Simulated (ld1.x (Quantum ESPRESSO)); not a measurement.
Results of a calculation; reference values are marked as such.
**Potentials for aluminium compared**

Generated with ld1.x 7.5 (TM, RRKJ, ultrasoft, PAW), atompaw 4.2 or ONCVPSP 4.0.1. The cutoff is in Ry: for ld1.x and atompaw files where the sum of valence levels is converged to 10 mRy in a Bessel basis, for ONCV files where the hardest occupied wave has 1 mHa per electron of residual kinetic energy. The error is the largest all-electron minus pseudo excitation energy over each file’s own four to seven test configurations (ionisations up to +4, promotions, holes and added fractions of an electron), all of which were solved. The labels leave out finer settings (local radius, basis sizes, second energies), which also bear on the numbers. Spin-polarised tests are not counted. The rows are a selection from randomly drawn settings: files with unsolved tests, undetermined cutoffs or missed reference levels are left out.

| potential | cutoff (Ry) | largest error (meV) | bound ghosts |
| --- | --- | --- | --- |
| TM, PBE, scalar-relativistic, rc 2.25/2.25 (sp), local smoothed, core correction no, reference 3s2 3p1 | 8 | +31 | none |
| RRKJ, PBEsol, non-relativistic, rc 1.80/2.30 (sp), local s, core correction no, reference 3s2 3p1 | 10 | +21 | none |
| TM, PBE, scalar-relativistic, rc 1.45/1.65/1.55 (spd), local smoothed, core correction no, reference 3s2 3p1 | 35 | +57 | none |
| PAW, PBE, scalar-relativistic, rc 2.25/2.70 (sp), local smoothed, core correction yes, reference 3s2 3p1 | 6 | -16 | none |
| ultrasoft, PW91, scalar-relativistic, rc 1.90/1.85 (sp), local smoothed, core correction yes, reference 3s2 3p0 | 8 | -8.2 | none |

(1) Fill in the row for Al: PAW, PBE, scalar-relativistic, rc 2.45/1.95/2.25 (spd), local smoothed, core correction yes, reference 3s2 3p1.

(2) Fill in the row for Al: TM, PBE, scalar-relativistic, rc 1.50/2.30/2.50 (spd), local s, core correction no, reference 3s2 3p1.

## Answers

(1) cutoff 6 Ry, largest error -19 meV, bound ghosts: none.

(2) cutoff 25 Ry, largest error +46 meV, bound ghosts: none.
